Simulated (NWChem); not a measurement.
Program: NWChem. System: Cl2Sn, charge 0, spin multiplicity 1, at a geometry optimised with PBE/def2-SVP with def2 effective core potentials on Sn. The structure started from a generated list of species. Level: CR-CCSD(T)/def2-SVP with def2 effective core potentials on Sn, 14 core orbitals frozen.

NWChem printed:

```
             Northwest Computational Chemistry Package (NWChem) 7.3.0
             --------------------------------------------------------

                                NWChem Input Module
                                -------------------

 Scaling coordinates for geometry "geometry" by  1.889725989
 (inverse scale =  0.529177249)

 Turning off AUTOSYM since
 SYMMETRY directive was detected!

                             Geometry "geometry" -> ""
                             -------------------------

 Output coordinates in angstroms (scale by  1.889725989 to convert to a.u.)

  No.       Tag          Charge          X              Y              Z
 ---- ---------------- ---------- -------------- -------------- --------------
    1 Sn                  50.0000     0.00000000     0.00000000     0.62664500
    2 Cl                  17.0000     1.84923900     0.00000000    -0.92153700
    3 Cl                  17.0000    -1.84923900     0.00000000    -0.92153700

 Effective nuclear repulsion energy (a.u.)     414.3572851231

            Nuclear Dipole moment (a.u.)
            ----------------------------
        X                 Y               Z
 ---------------- ---------------- ----------------
     0.0000000000     0.0000000000    -0.0000151178

      Symmetry information
      --------------------

 Group name             C2v
 Group number             16
 Group order               4
 No. of unique centers     2

      Symmetry unique atoms

     1    2


 Summary of "ao basis" -> "" (spherical)
 ------------------------------------------------------------------------------
       Tag                 Description            Shells   Functions and Types
 ---------------- ------------------------------  ------  ---------------------
 *                          def2-svp                  on all atoms

 Summary of "ao basis" -> "ao basis" (spherical)
 ------------------------------------------------------------------------------
       Tag                 Description            Shells   Functions and Types
 ---------------- ------------------------------  ------  ---------------------
 Sn                         def2-svp                10       26   4s4p2d
 Cl                         def2-svp                 8       18   4s3p1d

                                 NWChem SCF Module
                                 -----------------

  ao basis        = "ao basis"
  functions       =    62
  atoms           =     3
[...]
     2   1 1 0     -0.000000      0.000000      0.000000
     2   1 0 1     -0.000000      0.000000      0.000000
     2   0 2 0    -33.989385      0.000000      0.000000
     2   0 1 1      0.000000      0.000000      0.000000
     2   0 0 2    -38.247863      0.000000    133.960914

                   NWChem Extensible Many-Electron Theory Module
                   ---------------------------------------------


            General Information
            -------------------
      Number of processors :     1
         Wavefunction type : Restricted Hartree-Fock
          No. of electrons :    56
           Alpha electrons :    28
            Beta electrons :    28
           No. of orbitals :   124
            Alpha orbitals :    62
             Beta orbitals :    62
        Alpha frozen cores :    14
         Beta frozen cores :    14
     Alpha frozen virtuals :     0
      Beta frozen virtuals :     0
         Spin multiplicity : singlet
    Number of AO functions :    62
       Number of AO shells :    26
        Use of symmetry is : on
      Symmetry adaption is : on
         Schwarz screening : 0.10D-09

          Correlation Information
          -----------------------
          Calculation type : Coupled-cluster singles & doubles w/ perturbation
   Perturbative correction : Completely renormalized (T)
            Max iterations :      100
        Residual threshold : 0.10D-05
     T(0) DIIS level shift : 0.00D+00
     L(0) DIIS level shift : 0.00D+00
     T(1) DIIS level shift : 0.00D+00
     L(1) DIIS level shift : 0.00D+00
     T(R) DIIS level shift : 0.00D+00
     T(I) DIIS level shift : 0.00D+00
   CC-T/L Amplitude update :  5-th order DIIS
                I/O scheme : Global Array Library
        L-threshold :  0.10D-05
        EOM-threshold :  0.10D-05
 no EOMCCSD initial starts read in
 TCE RESTART OPTIONS
 SLICE:      F
 D4D5:       F
 quantumc:   F
 qrotation:  F
 pwtce:      F
 qducc:      F
 nacto:                         0
 nrotv:                         0
 nrot:                          0

            Memory Information
            ------------------
          Available GA space size is     249032956 doubles
          Available MA space size is     104847956 doubles

 Maximum block size supplied by input
 Maximum block size        24 doubles

 tile_dim =     13

 -------------------------------------------------

 Global array virtual files algorithm will be used

 Parallel file system coherency ......... OK

 4-electron integrals stored in orbital form

 v2    file size   =           304600
 4-index algorithm nr.  13 is used
 imaxsize =       30
 imaxsize ichop =        0


CCSD iterations
 ---------------------------------------------------------
 Iter          Residuum       Correlation     Cpu    Wall
 ---------------------------------------------------------
    1   0.1179765084049  -0.3450063924717     0.2     0.2
    2   0.0332305018242  -0.3693295859274     0.2     0.2
    3   0.0116520174740  -0.3748413105021     0.2     0.2
    4   0.0048561468900  -0.3763552701564     0.2     0.2
    5   0.0021010728349  -0.3769736763042     0.2     0.2
    6   0.0005616069583  -0.3773383631844     0.2     0.2
    7   0.0003390086776  -0.3773471133531     0.2     0.2
    8   0.0001628300519  -0.3773594997758     0.2     0.2
    9   0.0001171501447  -0.3773605559486     0.2     0.2
   10   0.0000661803792  -0.3773643245898     0.2     0.2
   11   0.0000135297630  -0.3773679214006     0.2     0.2
   12   0.0000063143592  -0.3773679903728     0.2     0.2
   13   0.0000035518196  -0.3773680895107     0.2     0.2
   14   0.0000021266881  -0.3773680250897     0.2     0.2
   15   0.0000012677109  -0.3773680141660     0.2     0.2
   16   0.0000002587269  -0.3773679642090     0.2     0.2
 -----------------------------------------------------------------
 Iterations converged
 CCSD correlation energy / hartree =        -0.377367964209049
 CCSD total energy / hartree       =     -1132.546878096893124

 Singles contributions

 Doubles contributions
 CR-CCSD(T)

 CR-CCSD[T]  correction energy / hartree =        -0.008304247484133
 CR-CCSD[T] correlation energy / hartree =        -0.385672211693182
 CR-CCSD[T] total energy / hartree       =     -1132.555182344377272
 CR-CCSD(T)  correction energy / hartree =        -0.007908350036318
 CR-CCSD(T) correlation energy / hartree =        -0.385276314245367
 CR-CCSD(T) total energy / hartree       =     -1132.554786446929484

 Task  times  cpu:        7.1s     wall:        7.1s

 Total times  cpu:        7.1s     wall:        7.1s
```

### Question
Write an NWChem input that would produce this output.

### Answer
Several could match; the one computed here: 
```
start mol
memory heap 100 mb stack 700 mb global 1900 mb
geometry units angstroms nocenter noautoz
  Sn     0.000000     0.000000     0.626645
  Cl     1.849239     0.000000    -0.921537
  Cl    -1.849239     0.000000    -0.921537
  symmetry group C2v
end
basis spherical
  * library def2-svp
end
ecp
  Sn library def2-ecp
end
scf
  rhf
  nopen 0
  maxiter 100
  thresh 1e-7
  semidirect memsize 60000000 filesize 0
end
tce
  freeze core 14
  cr-ccsd(t)
  2eorb
  2emet 13
  thresh 1e-6
  maxiter 100
  tilesize 24
end
task tce energy
```
